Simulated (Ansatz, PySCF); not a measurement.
C2H4BNO2, SMILES CB(O)N=C=O. Atoms are numbered in the order given.

```xyz
10

B      0.2819     0.2716    -0.8929
C      1.7841     0.0240    -1.2936
H      2.0242    -1.0481    -1.2030
H      2.4514     0.5449    -0.5876
H      2.0418     0.3487    -2.3130
N     -0.1756    -0.1058     0.4106
C     -0.5981    -0.4050     1.4854
O     -0.9978    -0.7037     2.5429
O     -0.6439     0.8315    -1.7098
H     -0.2801     1.0637    -2.5692
```

The structure is a stationary point at PBE0-D3(BJ)/def2-SVP. The structure was generated by enumeration, and PubChem lists no compound with its InChIKey, so it may never have been made. The values are those of a single conformer.

Two levels are set side by side: PBE-D3(BJ)/def2-SVP (Ansatz, a quantum-chemistry and plane-wave program) and PBE0-D3(BJ)/def2-SVP (Ansatz). Each level has its own optimised geometry; the coordinates shown are those of the second. Frequencies come from the Hessian of PySCF at each geometry. Differences are taken from unrounded values.

```json
[
 {"quantity": "mean bond length (Å)", "PBE0-D3(BJ)": "1.221"},
 {"quantity": "bond B1–C2 (Å)", "PBE0-D3(BJ)": "1.574"},
 {"quantity": "bond B1–N6 (Å)", "PBE0-D3(BJ)": "1.432"},
 {"quantity": "bond B1–O9 (Å)", "PBE0-D3(BJ)": "1.356"},
 {"quantity": "bond N6–C7 (Å)", "PBE0-D3(BJ)": "1.193"},
 {"quantity": "bond C7–O8 (Å)", "PBE0-D3(BJ)": "1.169"},
 {"quantity": "bond C2–H3 (Å)", "PBE0-D3(BJ)": "1.102"},
 {"quantity": "bond C2–H4 (Å)", "PBE0-D3(BJ)": "1.102"},
 {"quantity": "bond C2–H5 (Å)", "PBE0-D3(BJ)": "1.100"},
 {"quantity": "bond O9–H10 (Å)", "PBE0-D3(BJ)": "0.962"},
 {"quantity": "highest harmonic wavenumber (cm⁻¹)", "PBE0-D3(BJ)": "3924"},
 {"quantity": "mean harmonic wavenumber (cm⁻¹)", "PBE0-D3(BJ)": "1287"},
 {"quantity": "zero-point energy (kcal/mol)", "PBE0-D3(BJ)": "44.14"}
]
```

Q: What does PBE-D3(BJ) give, and how far is it from PBE0-D3(BJ)? (The exact figures need the calculation; the answer reports its results.)

A: 
```json
[
 {"quantity": "mean bond length (Å)", "PBE-D3(BJ)": "1.231", "PBE-D3(BJ) minus PBE0-D3(BJ)": "0.010"},
 {"quantity": "bond B1–C2 (Å)", "PBE-D3(BJ)": "1.582", "PBE-D3(BJ) minus PBE0-D3(BJ)": "0.008"},
 {"quantity": "bond B1–N6 (Å)", "PBE-D3(BJ)": "1.437", "PBE-D3(BJ) minus PBE0-D3(BJ)": "0.005"},
 {"quantity": "bond B1–O9 (Å)", "PBE-D3(BJ)": "1.368", "PBE-D3(BJ) minus PBE0-D3(BJ)": "0.013"},
 {"quantity": "bond N6–C7 (Å)", "PBE-D3(BJ)": "1.205", "PBE-D3(BJ) minus PBE0-D3(BJ)": "0.012"},
 {"quantity": "bond C7–O8 (Å)", "PBE-D3(BJ)": "1.184", "PBE-D3(BJ) minus PBE0-D3(BJ)": "0.015"},
 {"quantity": "bond C2–H3 (Å)", "PBE-D3(BJ)": "1.111", "PBE-D3(BJ) minus PBE0-D3(BJ)": "0.008"},
 {"quantity": "bond C2–H4 (Å)", "PBE-D3(BJ)": "1.111", "PBE-D3(BJ) minus PBE0-D3(BJ)": "0.008"},
 {"quantity": "bond C2–H5 (Å)", "PBE-D3(BJ)": "1.109", "PBE-D3(BJ) minus PBE0-D3(BJ)": "0.008"},
 {"quantity": "bond O9–H10 (Å)", "PBE-D3(BJ)": "0.973", "PBE-D3(BJ) minus PBE0-D3(BJ)": "0.012"},
 {"quantity": "highest harmonic wavenumber (cm⁻¹)", "PBE-D3(BJ)": "3753", "PBE-D3(BJ) minus PBE0-D3(BJ)": "-171"},
 {"quantity": "mean harmonic wavenumber (cm⁻¹)", "PBE-D3(BJ)": "1241", "PBE-D3(BJ) minus PBE0-D3(BJ)": "-45"},
 {"quantity": "zero-point energy (kcal/mol)", "PBE-D3(BJ)": "42.59", "PBE-D3(BJ) minus PBE0-D3(BJ)": "-1.55"}
]
```

GGA bonds tend to be longer and softer than those of functionals with exact exchange. Differences between two approximate levels are no errors against the true value.
